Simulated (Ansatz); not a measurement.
Ansatz (a program for electronic structure) input for Ta(NH)(OH)2(NH2) (H5N2O2Ta), SMILES [NH]=[Ta]([NH2])([OH])[OH], multiplicity 1, PBE-D3(BJ)/def2-SVP. 

Ansatz 0.2 input:
```yaml
crystal:
  periodic: [false, false, false]
  atoms:
    - {symbol: Ta, position_ang: [0.01921660, 0.01691256, -0.00000000]}
    - {symbol: N, position_ang: [-0.15999271, 1.77916261, -0.00000001]}
    - {symbol: H, position_ang: [-0.17639538, 2.79073080, -0.00000002]}
    - {symbol: O, position_ang: [0.94445778, -0.60749114, 1.56087286]}
    - {symbol: H, position_ang: [1.25236186, -0.21414481, 2.37968572]}
    - {symbol: O, position_ang: [0.94445770, -0.60749116, -1.56087289]}
    - {symbol: H, position_ang: [1.25236175, -0.21414484, -2.37968579]}
    - {symbol: N, position_ang: [-1.84865360, -0.65528180, 0.00000005]}
    - {symbol: H, position_ang: [-2.08504473, -1.64518462, 0.00000006]}
    - {symbol: H, position_ang: [-2.69689532, -0.09918084, 0.00000006]}
basis:
  gaussian:
    orbitals: def2-SVP
hamiltonian:
  xc: pbe
  dispersion: d3bj
relax: {f_tol: 0.002, max_steps: 200}
```

Output:

```
WARN ansatz: RAYON_NUM_THREADS=1 ignored (pool sized by the plan → 1); use --threads N
Functional definition: PBE
integrals: 0.05 GiB planned
1224 factors; their error is unknown
mean field: 0.32 GiB planned
mean field evaluation 1: about -8671.5734 eV, gradient 1.2e2 eV
mean field evaluation 2: about -8495.2594 eV, gradient 2.8e2 eV
mean field evaluation 4: about -8696.4224 eV, gradient 4.0e1 eV
mean field evaluation 8: about -8699.8002 eV, gradient 1.0e0 eV
mean field evaluation 16: about -8699.7512 eV, gradient 1.5e-3 eV
mean field -8699.75118680 eV, -319.7099592117 hartree, gradient 3.0e-5 eV, S^2 0.000000; 0 other end points of the search recorded, 0 dependent functions left out
the calculation of the forces begins
reference -8699.75125226 eV, -319.7099616174 hartree; 24, 24 occupied and 89, 89 virtual orbitals, 1224 factors
relax step   1: F+E_penalty+E_count = -8699.93816796 eV  Δ(F+E_penalty+E_count) = +0.000e0 eV  max|allowed force component| = 4.692e-1 eV/Å  Δτ_max = 0.0000 Å  (32 SCF iters, accepted)
these checks for a lower state are left out or cut short: starts, cluster_reference, orbital_swaps, neighbouring_geometries, increment
integrals: 0.05 GiB planned
1224 factors; their error is unknown
mean field: 0.32 GiB planned
mean field -8699.77664414 eV, -319.7108947516 hartree, gradient 1.6e-5 eV, S^2 0.000000; 0 other end points of the search recorded, 0 dependent functions left out
the calculation of the forces begins
reference -8699.77670952 eV, -319.7108971543 hartree; 24, 24 occupied and 89, 89 virtual orbitals, 1224 factors
relax step   2: F+E_penalty+E_count = -8699.96220312 eV  Δ(F+E_penalty+E_count) = -2.404e-2 eV  max|allowed force component| = 1.889e-1 eV/Å  Δτ_max = 0.0227 Å  (33 SCF iters, accepted)
these checks for a lower state are left out or cut short: starts, cluster_reference, orbital_swaps, neighbouring_geometries, increment
integrals: 0.05 GiB planned
1224 factors; their error is unknown
mean field: 0.32 GiB planned
mean field evaluation 32: about -8699.7781 eV, gradient 2.1e-1 eV
mean field -8699.77817097 eV, -319.7109508616 hartree, gradient 1.3e-5 eV, S^2 0.000000; 0 other end points of the search recorded, 0 dependent functions left out
the calculation of the forces begins
reference -8699.77823639 eV, -319.7109532658 hartree; 24, 24 occupied and 89, 89 virtual orbitals, 1224 factors
relax step   3: F+E_penalty+E_count = -8699.96382718 eV  Δ(F+E_penalty+E_count) = -1.624e-3 eV  max|allowed force component| = 4.248e-2 eV/Å  Δτ_max = 0.0078 Å  (34 SCF iters, accepted)
these checks for a lower state are left out or cut short: starts, cluster_reference, orbital_swaps, neighbouring_geometries, increment
integrals: 0.05 GiB planned
1224 factors; their error is unknown
mean field: 0.32 GiB planned
mean field -8699.77866860 eV, -319.7109691491 hartree, gradient 1.3e-5 eV, S^2 0.000000; 0 other end points of the search recorded, 0 dependent functions left out
the calculation of the forces begins
reference -8699.77873405 eV, -319.7109715544 hartree; 24, 24 occupied and 89, 89 virtual orbitals, 1224 factors
relax step   4: F+E_penalty+E_count = -8699.96444201 eV  Δ(F+E_penalty+E_count) = -6.148e-4 eV  max|allowed force component| = 4.553e-2 eV/Å  Δτ_max = 0.0085 Å  (34 SCF iters, accepted)
these checks for a lower state are left out or cut short: starts, cluster_reference, orbital_swaps, neighbouring_geometries, increment
integrals: 0.05 GiB planned
1224 factors; their error is unknown
mean field: 0.32 GiB planned
mean field -8699.77906294 eV, -319.7109836411 hartree, gradient 1.4e-5 eV, S^2 0.000000; 0 other end points of the search recorded, 0 dependent functions left out
the calculation of the forces begins
reference -8699.77912843 eV, -319.7109860479 hartree; 24, 24 occupied and 89, 89 virtual orbitals, 1224 factors
relax step   5: F+E_penalty+E_count = -8699.96495843 eV  Δ(F+E_penalty+E_count) = -5.164e-4 eV  max|allowed force component| = 5.559e-2 eV/Å  Δτ_max = 0.0205 Å  (33 SCF iters, accepted)
these checks for a lower state are left out or cut short: starts, cluster_reference, orbital_swaps, neighbouring_geometries, increment
integrals: 0.05 GiB planned
1224 factors; their error is unknown
mean field: 0.32 GiB planned
mean field -8699.77913700 eV, -319.7109863625 hartree, gradient 1.3e-5 eV, S^2 0.000000; 0 other end points of the search recorded, 0 dependent functions left out
the calculation of the forces begins
reference -8699.77920249 eV, -319.7109887694 hartree; 24, 24 occupied and 89, 89 virtual orbitals, 1224 factors
relax step   6: F+E_penalty+E_count = -8699.96510727 eV  Δ(F+E_penalty+E_count) = -1.488e-4 eV  max|allowed force component| = 2.192e-2 eV/Å  Δτ_max = 0.0064 Å  (34 SCF iters, accepted)
these checks for a lower state are left out or cut short: starts, cluster_reference, orbital_swaps, neighbouring_geometries, increment
integrals: 0.05 GiB planned
1224 factors; their error is unknown
mean field: 0.32 GiB planned
mean field evaluation 64: about -8699.7791 eV, gradient 2.1e-1 eV
mean field -8699.77919120 eV, -319.7109883543 hartree, gradient 1.3e-5 eV, S^2 0.000000; 0 other end points of the search recorded, 0 dependent functions left out
the calculation of the forces begins
reference -8699.77925669 eV, -319.7109907612 hartree; 24, 24 occupied and 89, 89 virtual orbitals, 1224 factors
relax step   7: F+E_penalty+E_count = -8699.96514852 eV  Δ(F+E_penalty+E_count) = -4.125e-5 eV  max|allowed force component| = 2.994e-3 eV/Å  Δτ_max = 0.0025 Å  (33 SCF iters, accepted)
these checks for a lower state are left out or cut short: starts, cluster_reference, orbital_swaps, neighbouring_geometries, increment
integrals: 0.05 GiB planned
1224 factors; their error is unknown
mean field: 0.32 GiB planned
mean field -8699.77919368 eV, -319.7109884458 hartree, gradient 8.7e-5 eV, S^2 0.000000; 0 other end points of the search recorded, 0 dependent functions left out
the calculation of the forces begins
reference -8699.77925918 eV, -319.7109908527 hartree; 24, 24 occupied and 89, 89 virtual orbitals, 1224 factors
relax step   8: F+E_penalty+E_count = -8699.96514893 eV  Δ(F+E_penalty+E_count) = -4.145e-7 eV  max|allowed force component| = 1.071e-3 eV/Å  Δτ_max = 0.0006 Å  (21 SCF iters, accepted)
integrals: 0.05 GiB planned
1224 factors; their error is unknown
mean field: 0.32 GiB planned
mean field evaluation 96: about -8699.7792 eV, gradient 5.1e-5 eV
mean field -8699.77919368 eV, -319.7109884458 hartree, gradient 8.7e-5 eV, S^2 0.000000; 1 other end points of the search recorded, 0 dependent functions left out
the calculation of the forces begins
reference -8699.77925918 eV, -319.7109908527 hartree; 24, 24 occupied and 89, 89 virtual orbitals, 1224 factors
Total energy: -8699.96521443 eV, -319.7178245820 hartree
Atom 0 at     0.027372     0.009607     0.000000 Å, force     0.000097    -0.000092     0.000000 eV/Å
Atom 1 at    -0.152956     1.787720    -0.000000 Å, force     0.000169    -0.000024     0.000000 eV/Å
Atom 2 at    -0.165282     2.807926    -0.000000 Å, force    -0.000033     0.000012     0.000000 eV/Å
Atom 3 at     0.959440    -0.629373     1.570638 Å, force    -0.000166     0.000066    -0.000125 eV/Å
Atom 4 at     1.238012    -0.191512     2.390697 Å, force     0.000046     0.000081     0.000104 eV/Å
Atom 5 at     0.959439    -0.629373    -1.570638 Å, force    -0.000166     0.000066     0.000125 eV/Å
Atom 6 at     1.238012    -0.191512    -2.390697 Å, force     0.000046     0.000081    -0.000104 eV/Å
Atom 7 at    -1.853953    -0.660198     0.000000 Å, force     0.001071     0.000264     0.000000 eV/Å
Atom 8 at    -2.093822    -1.658372     0.000000 Å, force    -0.000523    -0.000707    -0.000000 eV/Å
Atom 9 at    -2.710389    -0.101027     0.000000 Å, force    -0.000541     0.000255    -0.000000 eV/Å
Dipole moment:    -0.128822     0.145966    -0.000000 e Å
```

The calculation finished and met its thresholds.
